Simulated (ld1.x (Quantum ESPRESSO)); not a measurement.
**gold: excitation energies, all-electron against RRKJ**

Au, norm-conserving RRKJ (Kleinman–Bylander form), made with ld1.x (Quantum ESPRESSO) 7.5 (LDA (PZ), scalar-relativistic). Core [Xe], reference 4f14 5d10 6s1 6p0. Waves: 6s (bound): rc 2.10 bohr; 6p (bound, empty): rc 3.20 bohr; 4f (bound): rc 0.95 bohr; 5d (bound): rc 2.25 bohr. Local part: the d channel. Core correction: none. rho0 = 0.005.

Energies are relative to the spin-unpolarised reference configuration 4f14 5d10 6s1 6p0; without spin polarisation the order of configurations can differ from experiment. Spin-polarised rows fill each open shell by Hund’s rule, majority spin first. Not all tests gave a result: 1 of 9 tests not solved or not reliable. Left out of the table: 4f14 5d10 6s0 6p1 (solver errors, printed error -2.2 eV).

| valence configuration | charge | ΔE all-electron (eV) | error AE − PS (meV) |
| --- | --- | --- | --- |
| 4f14 5d10 6s0 6p0 | +1 | 9.774 | -6.6 |
| 4f14 5d9 6s0 6p0 | +2 | 31.275 | +2.7 |
| 4f14 5d8 6s0 6p0 | +3 | 65.442 | -34 |
| 4f14 5d9 6s2 6p0 | 0 | 1.601 | -33 |
| 4f14 5d7 6s0 6p0 | +4 | 113.441 | -150 |
| 4f14 5d9 6s0 6p0 (spin-polarised) | +2 | 31.134 | +58 |

Problem. What are ΔE and the potential's error for 4f14 5d10 6s1 6p0 (spin-polarised)?

Solution. ΔE = -0.134 eV all-electron; the error (AE − PS) is +4.1 meV.

Problem. What are ΔE and the potential's error for 4f14 5d10 6s0.5 6p0?

Solution. ΔE = 3.947 eV all-electron; the error (AE − PS) is -2.3 meV.

Note: ghost states, extra bound levels that the all-electron valence spectrum of the same l lacks: s at -55.9 eV, p at -8.1 eV. A true bound ghost makes a file unfit for plane-wave use.
